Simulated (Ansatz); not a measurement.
Consider the atomization: `[NH2][Sb]1[CH2][SiH]1Cl` → C• + Cl• + 5 H• + N• + Sb• + Si•.

Isolated molecules relaxed with PBE0-D4/def2-TZVP in Ansatz; ΔE leaves out vibrations. CCSD(T)/CBS adds triple-zeta CCSD(T) − MP2 to the extrapolated MP2 energy (def2 sets, frozen cores). This one scheme is used for every species, atoms too. Functionals use def2-TZVPP. B3LYP here is the variant with VWN-RPA as its local correlation; programs differ in this. HSE06 is defined as in plane-wave codes. Open shells (•) are unrestricted, without spin–orbit coupling. Spin–orbit coupling would lower the free atoms: a little for C, Cl, Si. Elements past krypton have def2 core potentials. For Sb outer-core shells are correlated without core-valence functions, so the limit isn't a true one: a few kJ/mol of doubt a bond, and 10 to 20 or more in all where bonds break to atoms. Each species was taken in one conformer, which may not be the lowest.

Task: What is ΔE at CCSD(T)/CBS? (Estimate.)

Result: Computed: +3226.2 kJ/mol.

Task: What do these levels give: BLYP-D4, B97M-V, PBE0-D4, B3LYP-D4, HSE06-D4, BLYP, r2SCAN, HSE06, CCSD/def2-SVP, CCSD(T)/def2-SVP, SCS-MP2/def2-QZVPP, HF/CBS(def2)? (An estimate is asked.)

Result: Ansatz gave: BLYP-D4 3227.9, B97M-V 3245.8, PBE0-D4 3217.3, B3LYP-D4 3217.5, HSE06-D4 3218.4, BLYP 3159.8, r2SCAN 3207.8, HSE06 3192.5, CCSD/def2-SVP 2842.5, CCSD(T)/def2-SVP 2891.5, SCS-MP2/def2-QZVPP 3218.1, HF/CBS(def2) 2136.6 kJ/mol.

Largest T1 diagnostic among the species: 0.013.

From PBE to PBE0 (25 % exact exchange), in def2-TZVPP and without D4, ΔE moves by −73.1 kJ/mol: exact exchange takes away binding that semilocal exchange gives to molecules. At CCSD(T), def2-SVP lies −334.7 kJ/mol from the extrapolated value and def2-TZVPP −128.2 kJ/mol: correlation converges slowly with the basis, and small sets miss more of it in the bonded molecule than in its fragments.

For atomizations the MP2-based limit and the directly extrapolated one differ by several kJ/mol either way, and by 10 to 25 for some Ge, Se and Sn compounds, so smaller differences from it don't rank the levels.
